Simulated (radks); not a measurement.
Results of a calculation; reference values are marked as such.
Cl2+, 15 electrons, occupied as [Ne] 3s1 3p3 4f1 (not the ground configuration). Code: a radial shooting solver on a logarithmic mesh with Libxc functionals. Model: non-relativistic Kohn-Sham, TPSS, spin-polarised, spherical densities, point nucleus; open shells are filled with parallel spins first; meta-GGA in the generalised Kohn-Sham scheme.

Local quantities along the radius. ELF = 1/(1 + alpha^2) is the electron localisation function; alpha = (tau - tau_W)/tau_unif compares the Pauli kinetic energy density with that of the uniform gas (summed over spins).

```
   r/bohr * ELF (the largest magnitude, 1, reaches the edge; | marks zero)
 0.003916 |                                                      *
 0.004486 |                                                      *
  0.00514 |                                                      *
 0.005889 |                                                      *
 0.006801 |                                                      *
 0.007791 |                                                      *
 0.008927 |                                                      *
  0.01031 |                                                      *
  0.01181 |                                                      *
  0.01353 |                                                      *
   0.0155 |                                                      *
   0.0179 |                                                      *
  0.02051 |                                                      *
   0.0235 |                                                      *
  0.02714 |                                                      *
  0.03109 |                                                      *
  0.03562 |                                                      *
  0.04081 |                                                      *
  0.04714 |                                                      *
    0.054 |                                                     *
  0.06187 |                                                     *
  0.07145 |                                                   *
  0.08186 |                                               *
  0.09379 |                                        *
   0.1075 |                             *
   0.1241 |                  *
   0.1422 |             *
   0.1629 |            *
   0.1881 |                 *
   0.2155 |                         *
   0.2469 |                                  *
   0.2829 |                                         *
   0.3267 |                                             *
   0.3743 |                                              *
   0.4288 |                                              *
   0.4952 |                                           *
   0.5674 |                                   *
     0.65 |                   *
   0.7447 |         *
   0.8601 |         *
   0.9854 |                        *
    1.129 |                                        *
    1.304 |                                               *
    1.494 |                                                *
    1.711 |                                              *
    1.961 |                                         *
    2.264 |                         *
    2.594 |     *
    2.972 |*
    3.432 *
    3.933 *
    4.505 |*
    5.162 |*
    5.961 |*
     6.83 |*
    7.825 |*
    9.037 *
    10.35 *
    11.86 *
    13.59 *
    15.69 *
```

On this mesh the ELF has minima near r = 0.16, 0.74 bohr, which separate the shells, and maxima near 0.37 (0.86), 1.5 (0.89).
